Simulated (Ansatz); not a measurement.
Cost and result for the atomization energy of `C[SiH2]C[S][AlH2]` (14 atoms, 13 bonds).

```xyz
14

C    -0.6598   -0.8500    1.9545
Si   -1.3264    0.2783    0.6320
C    -0.0628    0.4927   -0.7594
S     0.2347   -1.1617   -1.5318
Al    1.9934    0.0186   -2.0519
H     0.2411   -0.4296    2.4080
H    -1.4008   -0.9944    2.7442
H    -0.4083   -1.8247    1.5325
H    -1.6177    1.6313    1.1866
H    -2.5652   -0.2652    0.0179
H    -0.4330    1.2169   -1.4904
H     0.8353    0.9139   -0.2646
H     3.2244    0.0116   -1.0565
H     1.9451    0.9623   -3.3212
```

The species carries charge 0 and has multiplicity 1. The structure was optimised at the PBE0-D4/def2-TZVP level. It is one conformer, not always the lowest. Program: Ansatz. All runs use 4 threads of an Arm Neoverse V1 on a shared host. Times are those of one run each, without the atoms' runs, and a repeat can differ threefold. Electronic energies, without spin–orbit coupling; frozen cores. CCSD(T)/CBS adds CCSD(T) − MP2 in def2-TZVPP to the MP2 limit, and its time is that of the two runs behind it. T1 = 0.011. B3LYP takes the VWN-RPA correlation (the form of Gaussian; ORCA's B3LYP/G).

CCSD(T)/CBS is a level of theory with its own doubt, some kJ/mol a heavy atom from the limit and from the frozen cores, so smaller differences don't rank the functionals.

```csv
level,functions,wall time,atomization (kcal/mol),difference from CCSD(T)/CBS,per bond
PBE-D4/def2-TZVPP (with forces),314,4.1 s,1113.5,2.2,0.2
PBE0-D4/def2-TZVPP,314,6 s,1106.9,-4.4,-0.3
r2SCAN-D4/def2-TZVPP (with forces),314,8 s,1113.2,1.9,0.1
B3LYP-D4/def2-TZVPP (with forces),314,9 s,1107.0,-4.3,-0.3
B2PLYP/def2-TZVPP,314,11 s,1093.2,-18.1,-1.4
ωB97X-V/def2-TZVPP,314,14 s,1116.1,4.8,0.4
ωB97M-V/def2-TZVPP (with forces),314,21 s,1114.6,3.3,0.3
MP2/def2-QZVPP,594,48 s,1104.8,-6.5,-0.5
CCSD(T)/def2-TZVPP,314,18 min,1083.6,-27.7,-2.1
CCSD(T)/CBS(def2),–,19 min,1111.3,0.0,0.0
```

In def2-TZVPP, CCSD(T) changes the Hartree–Fock value by +248.3 kcal/mol (the triples alone add +13.3 kcal/mol) and MP2 by +253.1 kcal/mol; breaking electron pairs costs correlation energy, which Hartree–Fock lacks. The D4 term adds +13.6 kcal/mol with B3LYP and +7.2 kcal/mol with PBE0; it sums over pairs of atoms, weighted by their polarisabilities, and B3LYP, whose exchange is more repulsive, gets the larger term. From PBE to PBE0 (25 % exact exchange), in def2-TZVPP and without D4, the atomization energy moves by −5.3 kcal/mol: exact exchange takes away binding that semilocal exchange gives to molecules.
